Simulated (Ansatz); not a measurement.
Computed with Ansatz on PBE0-D4/def2-TZVP structures; ΔE is electronic, products minus reactants. CCSD(T)/CBS adds triple-zeta CCSD(T) − MP2 to the extrapolated MP2 energy (def2 sets, frozen cores). This one scheme is used for every species. DFT in def2-TZVPP. B3LYP here is the variant with VWN-RPA as its local correlation; programs differ in this. One conformer a species, not always the lowest.

`CB[Si](Cl)(Cl)Cl` + `CC#CC` → `CBCC#CC` + `Cl[SiH](Cl)Cl`  (formal exchange of groups at a B–Si bond)

`CB[Si](Cl)(Cl)Cl`:

Z-matrix (Å, degrees):
```
C
B 1 1.542
H 1 1.091 2 115.9
H 1 1.091 2 114.8 3 131.4
H 1 1.107 2 102.5 3 -114.5
Si 2 2.009 1 122.9 3 23.6
H 2 1.198 1 121.5 3 -159.5
Cl 6 2.049 2 108.3 1 -116.1
Cl 6 2.049 2 113.5 1 3.5
Cl 6 2.047 2 111.1 1 124.7
```

`CC#CC`:

Cartesian coordinates in Å:
```
C 0.509 1.757 0.931
C 0.149 0.514 0.273
C -0.149 -0.515 -0.272
C -0.509 -1.757 -0.931
H -0.265 2.066 1.638
H 1.445 1.651 1.485
H 0.639 2.563 0.204
H -0.759 -1.587 -1.981
H 0.315 -2.474 -0.895
H -1.376 -2.219 -0.451
```

`CBCC#CC`:

```xyz
15

C     0.177   -2.171   -0.032
B    -0.966   -1.111   -0.102
C    -1.328   -0.197    1.131
C    -0.432    0.806    0.580
C     0.347    1.475   -0.056
C     1.276    2.324   -0.774
H    -0.310   -3.147    0.115
H     0.867   -2.030    0.804
H     0.747   -2.261   -0.959
H    -1.615   -0.969   -1.100
H    -2.354    0.168    1.186
H    -0.988   -0.548    2.107
H     0.864    2.625   -1.741
H     1.494    3.231   -0.204
H     2.221    1.805   -0.955
```

`Cl[SiH](Cl)Cl`:

```xyz
5

Cl   -0.506   -1.229   -1.488
Si   -0.043   -0.044    0.093
Cl    1.974    0.085    0.275
Cl   -0.816    1.810   -0.200
H    -0.609   -0.622    1.320
```

Is it downhill or uphill in electronic energy at CCSD(T)/CBS, and by how much? (Estimate.)

The calculation gave: Downhill: ΔE = -13.7 kJ/mol.

What do these levels give: r2SCAN-D4, PBE0-D4, B3LYP-D4, ωB97X-V, ωB97M-V, B2PLYP, HF/def2-TZVPP, SCS-MP2/def2-TZVPP, CCSD/def2-TZVPP, HF/def2-QZVPP, MP2/def2-QZVPP, CCSD/CBS(def2)? (An estimate is asked.)

The calculation gave: r2SCAN-D4 -15.7, PBE0-D4 -10.1, B3LYP-D4 -6.9, ωB97X-V -9.6, ωB97M-V -14.8, B2PLYP -13.2, HF/def2-TZVPP -4.6, SCS-MP2/def2-TZVPP -18.0, CCSD/def2-TZVPP -12.1, HF/def2-QZVPP -6.1, MP2/def2-QZVPP -22.7, CCSD/CBS(def2) -11.4 kJ/mol.

Largest T1 diagnostic among the species: 0.011.

In def2-TZVPP, CCSD(T) changes the Hartree–Fock value by −9.7 kJ/mol (the triples alone add −2.3 kJ/mol) and MP2 by −18.0 kJ/mol.
